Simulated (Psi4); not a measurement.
Input file for Psi4: SAPT0/jun-cc-pV(D+d)Z on CH5FO (a complex), monomers drawn apart or pushed together.

```
memory 2025 MB

molecule dimer {
0 1
O     0.00035071    0.48345160   -0.13920918
H     0.20934145   -0.13535940    0.57280373
H    -0.43860270   -0.04081437   -0.81579487
--
0 1
C    -0.22438236    0.62307197    2.93963255
F     0.23384903   -0.55148531    2.32465846
H    -0.53013629    1.31740605    2.15873985
H    -1.06624515    0.36334029    3.58045218
H     0.59221400    1.03803515    3.52916322
units angstrom
symmetry c1
no_reorient
no_com
}

set {
  basis jun-cc-pV(D+d)Z
  scf_type df
  freeze_core true
}

energy('sapt0')
```

Program output:

```
[...]
==> Input File <==

--------------------------------------------------------------------------
memory 2025 MB

molecule dimer {
0 1
O     0.00035071    0.48345160   -0.13920918
H     0.20934145   -0.13535940    0.57280373
H    -0.43860270   -0.04081437   -0.81579487
--
0 1
C    -0.22438236    0.62307197    2.93963255
F     0.23384903   -0.55148531    2.32465846
H    -0.53013629    1.31740605    2.15873985
H    -1.06624515    0.36334029    3.58045218
H     0.59221400    1.03803515    3.52916322
units angstrom
symmetry c1
no_reorient
no_com
}

set {
  basis jun-cc-pV(D+d)Z
  scf_type df
  freeze_core true
}

energy('sapt0')
--------------------------------------------------------------------------


   => Loading Basis Set <=

    Name: JUN-CC-PV(D+D)Z
    Role: ORBITAL
    Keyword: BASIS
    atoms 1        entry O          line   256 file jun-cc-pv_dpd_z.gbs
    atoms 2-3, 6-8 entry H          line    60 file jun-cc-pv_dpd_z.gbs
    atoms 4        entry C          line   188 file jun-cc-pv_dpd_z.gbs
    atoms 5        entry F          line   290 file jun-cc-pv_dpd_z.gbs

   => Loading Basis Set <=

    Name: JUN-CC-PV(D+D)Z
    Role: ORBITAL
    Keyword: BASIS
    atoms 1        entry O          line   256 file jun-cc-pv_dpd_z.gbs
    atoms 2-3, 6-8 entry H          line    60 file jun-cc-pv_dpd_z.gbs
    atoms 4        entry C          line   188 file jun-cc-pv_dpd_z.gbs
    atoms 5        entry F          line   290 file jun-cc-pv_dpd_z.gbs


  //>>>>>>>>>>>>>>>>>>>>>>>>>>>>>>>>>>>//
  //              Dimer HF             //
  //<<<<<<<<<<<<<<<<<<<<<<<<<<<<<<<<<<<//

   => Libint2 <=

    Primary   basis highest AM E, G, H:  7, 6, 3
    Auxiliary basis highest AM E, G, H:  7, 7, 4
    Onebody   basis highest AM E, G, H:  -, -, -
    Solid Harmonics ordering:            Gaussian


   => Loading Basis Set <=

    Name: JUN-CC-PV(D+D)Z
    Role: ORBITAL
    Keyword: BASIS
    atoms 1        entry O          line   256 file jun-cc-pv_dpd_z.gbs
    atoms 2-3, 6-8 entry H          line    60 file jun-cc-pv_dpd_z.gbs
    atoms 4        entry C          line   188 file jun-cc-pv_dpd_z.gbs
    atoms 5        entry F          line   290 file jun-cc-pv_dpd_z.gbs


         ---------------------------------------------------------
                                   SCF
               by Justin Turney, Rob Parrish, Andy Simmonett
                          and Daniel G. A. Smith
                              RHF Reference
                        1 Threads,   1931 MiB Core
         ---------------------------------------------------------

  ==> Geometry <==

    Molecular point group: c1
    Full point group: C1

    Geometry (in Angstrom), charge = 0, multiplicity = 1:

       Center              X                  Y                   Z               Mass
    ------------   -----------------  -----------------  -----------------  -----------------
         O            0.000350710000     0.483451600000    -0.139209180000    15.994914619570
         H            0.209341450000    -0.135359400000     0.572803730000     1.007825032230
         H           -0.438602700000    -0.040814370000    -0.815794870000     1.007825032230
         C           -0.224382360000     0.623071970000     2.939632550000    12.000000000000
         F            0.233849030000    -0.551485310000     2.324658460000    18.998403162730
         H           -0.530136290000     1.317406050000     2.158739850000     1.007825032230
         H           -1.066245150000     0.363340290000     3.580452180000     1.007825032230
         H            0.592214000000     1.038035150000     3.529163220000     1.007825032230

  Running in c1 symmetry.

  Rotational constants: A =      0.81279  B =      0.07019  C =      0.06574 [cm^-1]
  Rotational constants: A =  24366.81196  B =   2104.30232  C =   1970.74573 [MHz]
  Nuclear repulsion =   79.669170627304638

  Charge       = 0
  Multiplicity = 1
  Electrons    = 28
  Nalpha       = 14
  Nbeta        = 14

  ==> Algorithm <==

  SCF Algorithm Type is DF.
  DIIS enabled.
  MOM disabled.
  Fractional occupation disabled.
  Guess Type is SAD.
  Energy threshold   = 1.00e-08
  Density threshold  = 1.00e-08
  Integral threshold = 1.00e-12

  ==> Primary Basis <==

  Basis Set: JUN-CC-PV(D+D)Z
    Blend: JUN-CC-PV(D+D)Z
    Number of shells: 39
    Number of basis functions: 79
    Number of Cartesian functions: 82
    Spherical Harmonics?: true
    Max angular momentum: 2

   => Loading Basis Set <=

    Name: (JUN-CC-PV(D+D)Z AUX)
    Role: JKFIT
    Keyword: DF_BASIS_SCF
    atoms 1        entry O          line   258 file jun-cc-pvdz-jkfit.gbs
    atoms 2-3, 6-8 entry H          line    70 file jun-cc-pvdz-jkfit.gbs
    atoms 4        entry C          line   146 file jun-cc-pvdz-jkfit.gbs
    atoms 5        entry F          line   314 file jun-cc-pvdz-jkfit.gbs

  ==> Integral Setup <==

  DFHelper Memory: AOs need 0.018 GiB; user supplied 1.414 GiB.
  SCF_SUBTYPE=INCORE selected. In-core MEM_DF algorithm
[...]
Energy =             37.0540418949793491
    One-Electron Energy =                -265.6802313298456966
    Two-Electron Energy =                  89.5732042835566631
    Total Energy =                       -139.0529851513096844

Computation Completed


Properties will be evaluated at   0.000000,   0.000000,   0.000000 [a0]

Properties computed using the SCF density matrix


 Multipole Moments:

 ------------------------------------------------------------------------------------
     Multipole            Electronic (a.u.)      Nuclear  (a.u.)        Total (a.u.)
 ------------------------------------------------------------------------------------

 L = 1.  Multiply by 2.5417464519 to convert [e a0] to [Debye]
 Dipole X            :          0.1653503           -0.4645331           -0.2991828
 Dipole Y            :         -2.0546573            2.8229589            0.7683016
 Dipole Z            :        -89.9821476           90.3819661            0.3998185
 Magnitude           :                                                    0.9163256

 ------------------------------------------------------------------------------------

  Constructing Basis Sets for SAPT...

   => Loading Basis Set <=

    Name: (JUN-CC-PV(D+D)Z AUX)
    Role: RIFIT
    Keyword: DF_BASIS_SAPT
    atoms 1        entry O          line   188 file jun-cc-pvdz-ri.gbs
    atoms 2-3, 6-8 entry H          line    30 file jun-cc-pvdz-ri.gbs
    atoms 4        entry C          line   100 file jun-cc-pvdz-ri.gbs
    atoms 5        entry F          line   232 file jun-cc-pvdz-ri.gbs

   => Loading Basis Set <=

    Name: (JUN-CC-PV(D+D)Z AUX)
    Role: JKFIT
    Keyword: DF_BASIS_ELST
    atoms 1        entry O          line   258 file jun-cc-pvdz-jkfit.gbs
    atoms 2-3, 6-8 entry H          line    70 file jun-cc-pvdz-jkfit.gbs
    atoms 4        entry C          line   146 file jun-cc-pvdz-jkfit.gbs
    atoms 5        entry F          line   314 file jun-cc-pvdz-jkfit.gbs


  //>>>>>>>>>>>>>>>>>>>>>>>>>>>>>>>>>>>//
  //               SAPT0               //
  //<<<<<<<<<<<<<<<<<<<<<<<<<<<<<<<<<<<//



        SAPT0
    Ed Hohenstein
     6 June 2009

      Orbital Information
  --------------------------
    NSO        =        79
    NMO        =        79
    NRI        =       265
    NRI (Elst) =       352
    NOCC A     =         5
    NOCC B     =         9
    FOCC A     =         1
    FOCC B     =         2
    NVIR A     =        74
    NVIR B     =        70

    Elst10,r            =    -0.014644144907 [Eh]
    Exch10              =     0.016310809146 [Eh]
    Exch10 (S^2)        =     0.016205548984 [Eh]

    Maxiter = 50
    CPHF R converge = 1.000000E-08

    Iter     Energy [mEh]          dE [mEh]         Residual      Time [s]
       1      -2.71882485       2.718824853     7.044626e-03             0
       2      -3.21993031       0.501105454     1.297759e-03             0
       3      -3.20800513      -0.011925173     5.853410e-04             0
       4      -3.20307441      -0.004930722     1.924347e-04             0
       5      -3.20404503       0.000970621     4.343958e-05             0
       6      -3.20457844       0.000533406     8.661094e-06             0
       7      -3.20443523      -0.000143212     1.817241e-06             0
       8      -3.20445212       0.000016888     3.745200e-07             0
       9      -3.20445207      -0.000000043     8.653596e-08             0
      10      -3.20445140      -0.000000672     1.784872e-08             0
      11      -3.20445155       0.000000145     3.002698e-09             0

    CHF Iterations converged

    Maxiter = 50
    CPHF R converge = 1.000000E-08

    Iter     Energy [mEh]          dE [mEh]         Residual      Time [s]
       1      -2.30982552       2.309825521     1.002623e-02             0
       2      -2.99208399       0.682258473     3.567346e-03             0
       3      -3.03042367       0.038339678     1.097315e-03             0
       4      -3.01017978      -0.020243892     2.115344e-04             0
       5      -3.01017006      -0.000009716     5.428953e-05             0
       6      -3.01071501       0.000544947     1.313861e-05             0
       7      -3.01072476       0.000009748     3.713171e-06             0
       8      -3.01068814      -0.000036614     5.487380e-07             0
       9      -3.01069271       0.000004565     1.154215e-07             0
      10      -3.01069231      -0.000000395     2.531711e-08             0
      11      -3.01069229      -0.000000022     5.655017e-09             0

    CHF Iterations converged

    Ind20,r (A<-B)      =    -0.003204451547 [Eh]
    Ind20,r (B<-A)      =    -0.003010692293 [Eh]
    Ind20,r             =    -0.006215143839 [Eh]
    Exch-Ind20,r (A<-B) =     0.002822908588 [Eh]
    Exch-Ind20,r (B<-A) =     0.001225351347 [Eh]
    Exch-Ind20,r        =     0.004048259935 [Eh]
    Disp20              =    -0.003817281914 [Eh]
    Disp20 (SS)         =    -0.001908640957 [Eh]
    Disp20 (OS)         =    -0.001908640957 [Eh]
    Exch-Disp20         =     0.000752162906 [Eh]
    Exch-Disp20 (SS)    =     0.000411434659 [Eh]
    Exch-Disp20 (OS)    =     0.000340728247 [Eh]

    SAPT Results
  --------------------------------------------------------------------------------------------------------
    Electrostatics                -14.64414491 [mEh]      -9.18933966 [kcal/mol]     -38.44819716 [kJ/mol]
      Elst10,r                    -14.64414491 [mEh]      -9.18933966 [kcal/mol]     -38.44819716 [kJ/mol]

    Exchange                       16.31080915 [mEh]      10.23518726 [kcal/mol]      42.82402351 [kJ/mol]
      Exch10                       16.31080915 [mEh]      10.23518726 [kcal/mol]      42.82402351 [kJ/mol]
      Exch10(S^2)                  16.20554898 [mEh]      10.16913552 [kcal/mol]      42.54766300 [kJ/mol]

    Induction                      -3.76269175 [mEh]      -2.36112472 [kcal/mol]      -9.87894582 [kJ/mol]
      Ind20,r                      -6.21514384 [mEh]      -3.90006164 [kcal/mol]     -16.31785790 [kJ/mol]
      Exch-Ind20,r                  4.04825994 [mEh]       2.54032146 [kcal/mol]      10.62870500 [kJ/mol]
      delta HF,r (2)               -1.59580784 [mEh]      -1.00138454 [kcal/mol]      -4.18979291 [kJ/mol]

    Dispersion                     -3.06511901 [mEh]      -1.92339122 [kcal/mol]      -8.04746885 [kJ/mol]
      Disp20                       -3.81728191 [mEh]      -2.39538057 [kcal/mol]     -10.02227229 [kJ/mol]
      Exch-Disp20                   0.75216291 [mEh]       0.47198935 [kcal/mol]       1.97480344 [kJ/mol]
      Disp20 (SS)                  -1.90864096 [mEh]      -1.19769028 [kcal/mol]      -5.01113614 [kJ/mol]
      Disp20 (OS)                  -1.90864096 [mEh]      -1.19769028 [kcal/mol]      -5.01113614 [kJ/mol]
      Exch-Disp20 (SS)              0.41143466 [mEh]       0.25817915 [kcal/mol]       1.08022155 [kJ/mol]
      Exch-Disp20 (OS)              0.34072825 [mEh]       0.21381020 [kcal/mol]       0.89458189 [kJ/mol]

  Total HF                         -2.09602751 [mEh]      -1.31527712 [kcal/mol]      -5.50311946 [kJ/mol]
  Total SAPT0                      -5.16114652 [mEh]      -3.23866833 [kcal/mol]     -13.55058831 [kJ/mol]

  Special recipe for scaled SAPT0 (see Manual):
    Electrostatics sSAPT0         -14.64414491 [mEh]      -9.18933966 [kcal/mol]     -38.44819716 [kJ/mol]
    Exchange sSAPT0                16.31080915 [mEh]      10.23518726 [kcal/mol]      42.82402351 [kJ/mol]
    Induction sSAPT0               -3.68329408 [mEh]      -2.31130193 [kcal/mol]      -9.67048727 [kJ/mol]
    Dispersion sSAPT0              -3.05036700 [mEh]      -1.91413419 [kcal/mol]      -8.00873744 [kJ/mol]
  Total sSAPT0                     -5.06699683 [mEh]      -3.17958852 [kcal/mol]     -13.30339835 [kJ/mol]
  --------------------------------------------------------------------------------------------------------



*** Psi4 exiting successfully. Buy a developer a beer!
```

The run finished.

Cost: roughly 4 core-seconds.
